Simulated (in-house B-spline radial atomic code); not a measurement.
What moves the levels of Dy+ ([Xe] 4f10 6s1)? Method: Dirac-Hartree-Fock, average of the jj configuration, Fermi nucleus of rms radius 5.0438 fm. Calculated with a B-spline radial code for spherical atoms.

Baseline run (computed): total energy -12161.4742 hartree, 1s1/2 at -1988.711 hartree, 6s1/2 at -10.806 eV with <r> = 3.941 bohr.

Changing the nucleus:

```tsv
nucleus	ΔE (eV)
Fermi nucleus of rms radius 5.0455 fm, A = 148	0.0163
Fermi nucleus of rms radius 5.0567 fm, A = 149	0.124
Fermi nucleus of rms radius 5.0706 fm, A = 150	0.258
Fermi nucleus of rms radius 5.0801 fm, A = 151	0.349
Fermi nucleus of rms radius 5.095 fm, A = 152	0.493
Fermi nucleus of rms radius 5.1035 fm, A = 153	0.575
Fermi nucleus of rms radius 5.1241 fm, A = 154	0.775
Fermi nucleus of rms radius 5.1457 fm, A = 155	0.985
Fermi nucleus of rms radius 5.1622 fm, A = 156	1.15
Fermi nucleus of rms radius 5.1709 fm, A = 157	1.23
Fermi nucleus of rms radius 5.1815 fm, A = 158	1.33
Fermi nucleus of rms radius 5.1825 fm, A = 159	1.34
Fermi nucleus of rms radius 5.1951 fm, A = 160	1.47
Fermi nucleus of rms radius 5.1962 fm, A = 161	1.48
Fermi nucleus of rms radius 5.2074 fm, A = 162	1.59
Fermi nucleus of rms radius 5.2099 fm, A = 163	1.61
Fermi nucleus of rms radius 5.2218 fm, A = 164	1.73
```

A larger nucleus binds the electrons less, roughly as the density at the nucleus times the change of the nuclear <r²>. The reference is A = 146.
